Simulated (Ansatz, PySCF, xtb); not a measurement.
Donor–acceptor adduct: AlH3 (SMILES [AlH3]) (first 4 atoms) with H2S (SMILES S); geometry from B3LYP-D3(BJ)/def2-TZVP, rigid monomers moved along the line of their centres of mass till Al1···S5 is 3.61 Å.
(charge 0, multiplicity 1):
```xyz
7

Al    -0.2520    -0.1264     0.4923
H     -1.0017    -1.4932     0.8004
H     -1.1170     1.1968     0.3387
H      1.1968    -0.1837    -0.1560
S      0.9005     0.6042     3.8306
H      1.4063    -0.6045     4.1327
H     -0.2464     0.3684     4.4916
```

| level | interaction energy (kcal/mol) | minus CCSD(T)/CBS(aug-cc-pV(D+d)Z, aug-cc-pV(T+d)Z) | cost |
|---|---|---|---|
| GFN1-xTB | -10.79 | -5.05 | - |
| HF/STO-3G (no counterpoise) | -3.25 | 2.49 | - |
| HF/3-21G (no counterpoise) | -6.45 | -0.71 | - |
| HF/6-31G* | -4.73 | 1.01 | - |
| HF/aug-cc-pV(D+d)Z | -4.70 | 1.04 | - |
| HF/aug-cc-pV(T+d)Z | -4.55 | 1.19 | - |
| PBE-D4/def2-TZVPPD | -6.62 | -0.88 | ×1 |
| r2SCAN/def2-TZVPPD | -6.12 | -0.38 | ×2 |
| B3LYP/6-31G* | -5.25 | 0.49 | - |
| B3LYP/6-31G* (no counterpoise) | -5.60 | 0.14 | - |
| B3LYP/LANL2DZ (no counterpoise) | -5.59 | 0.15 | - |
| B3LYP/def2-TZVPPD | -4.76 | 0.98 | ×2 |
| B3LYP-D3(BJ)/def2-TZVPPD | -6.22 | -0.48 | ×2 |
| PBE0-D4/def2-TZVPPD | -6.35 | -0.61 | ×2 |
| wB97X-V/def2-TZVPPD | -6.03 | -0.29 | ×4 |
| wB97M-V/def2-TZVPPD | -6.09 | -0.35 | ×4 |
| MP2/6-31G* (no counterpoise) | -5.94 | -0.20 | - |
| SCS-MP2/aug-cc-pV(D+d)Z | -5.41 | 0.33 | - |
| CCSD(T)/aug-cc-pV(T+d)Z | -5.66 | 0.08 | ×40* |
| CCSD(T)/CBS(aug-cc-pV(D+d)Z, aug-cc-pV(T+d)Z) | -5.74 | 0.00 | ×40* |

 The comparison column counts from a level with limits of its own.

The rows run from -10.79 (GFN1-xTB) to -3.25 kcal/mol (HF/STO-3G (no counterpoise)). The dispersion term adds -1.46 in B3LYP-D3(BJ). The 4 functionals in def2-TZVPPD without D3 or D4 span 1.36, from r2SCAN to B3LYP.

Counterpoise-corrected where a basis set is named; no monomer relaxation. Rows marked so take none.

Frozen-core correlation. CBS(a, b) extrapolates the correlation energy as X⁻³ and adds the Hartree–Fock energy of set b. Rows in 3-21G, 6-31G*, LANL2DZ, STO-3G carry no dispersion term and start afresh at each structure (6-31G* with six Cartesian d functions). MP2/6-31G* freezes PySCF's default core. LANL2DZ brings its own core potentials from Na on.

Run with Ansatz (Gaussian orbitals); PySCF for 3-21G rows, 6-31G* rows, LANL2DZ rows, STO-3G rows, the dispersion terms; xtb for the GFN methods. 

Costs are rough ratios of core time to PBE/def2-TZVPPD (about 4 s over the structures, on one shared machine); a dash marks a level with no comparable run of its own. A star marks coupled-cluster runs past 200 virtual orbitals, where the program's memory plan changes under this machine's limit, so their costs aren't comparable with smaller runs.

Ansatz is a first-principles code.
